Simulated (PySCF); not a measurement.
**Polarisability and C₆ of B²⁺ (boron, charge +2)**

[He] 2s1, 2S determinant. All numbers are calculated (PySCF 2.14, the spin-free X2C one-electron Hamiltonian (Gaussian nucleus), in aug-cc-pVTZ-DK (5s4p3d2f, 46 functions)). Coupled (time-dependent) response in atomic units; α is the mean over directions.

```json
{"method": "UHF", "mean α (bohr³)": "7.897", "C₆ (like pair)": "11.09", "S(−4)": "152.6"}
{"method": "PBE", "mean α (bohr³)": "6.958", "C₆ (like pair)": "9.237", "S(−4)": "118.3"}
{"method": "PBE0", "mean α (bohr³)": "7.173", "C₆ (like pair)": "9.653", "S(−4)": "125.7"}
{"method": "B97-3", "mean α (bohr³)": "7.153", "C₆ (like pair)": "9.588", "S(−4)": "125.8"}
{"method": "PBEsol", "mean α (bohr³)": "6.922", "C₆ (like pair)": "9.202", "S(−4)": "116.3"}
```

S(−4) is the Cauchy moment in α(ω) = α(0) + S(−4) ω² + …

α(iu) at UHF:

```csv
u (hartree),α(iu) (bohr³)
0,7.897
0.0500,7.534
0.100,6.627
0.200,4.513
0.300,3.003
0.500,1.535
0.750,0.8491
1.00,0.5523
1.50,0.2977
2.00,0.1898
3.00,0.09936
5.00,0.04403
```

For an ion, C₆ is the dispersion term alone; charge-induced terms of lower order in 1/R come first.
